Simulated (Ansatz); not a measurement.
Cu(NH3)Me (CH6CuN). Charge 0, multiplicity 1. Geometry PBE0-D4/def2-TZVP.

Cartesian coordinates in Å:
```
Cu 0.000 -0.015 -0.018
N 0.009 1.223 1.523
H 0.954 1.510 1.759
H -0.394 0.788 2.347
H -0.527 2.062 1.324
C -0.009 -1.205 -1.501
H 0.371 -0.717 -2.405
H -1.022 -1.562 -1.718
H 0.618 -2.083 -1.310
```

LC-ωPBE has ω = 0.4 bohr⁻¹.

**Question.** Estimate the orbital energies around the gap (eV) in Ansatz with LDA (SPW92)/def2-TZVP, r2SCAN-D4/def2-TZVPD, PBE0-D4/def2-TZVP, r2SCAN0-D4/def2-TZVP, LC-ωPBE/def2-TZVP.

**Answer.** 
| orbital | LDA (SPW92)/def2-TZVP | r2SCAN-D4/def2-TZVPD | PBE0-D4/def2-TZVP | r2SCAN0-D4/def2-TZVP | LC-ωPBE/def2-TZVP |
| --- | --- | --- | --- | --- | --- |
| HOMO−5 | -6.03 | -5.97 | -7.14 | -7.25 | -9.92 |
| HOMO−4 | -5.13 | -5.02 | -6.89 | -7.01 | -9.56 |
| HOMO−3 | -5.13 | -5.02 | -6.89 | -7.01 | -9.56 |
| HOMO−2 | -5.08 | -4.97 | -6.81 | -6.94 | -9.42 |
| HOMO−1 | -5.08 | -4.97 | -6.81 | -6.94 | -9.42 |
| HOMO | -4.63 | -4.44 | -5.39 | -5.47 | -8.03 |
| LUMO | -1.20 | -0.80 | -0.38 | 0.01 | 1.48 |
| LUMO+1 | 0.86 | 0.38 | 1.64 | 2.09 | 3.36 |
| LUMO+2 | 1.13 | 0.38 | 2.08 | 2.68 | 4.08 |
| LUMO+3 | 1.14 | 1.07 | 2.08 | 2.68 | 4.08 |
| LUMO+4 | 1.76 | 1.86 | 3.05 | 3.28 | 5.30 |
| LUMO+5 | 1.76 | 1.86 | 3.05 | 3.28 | 5.30 |
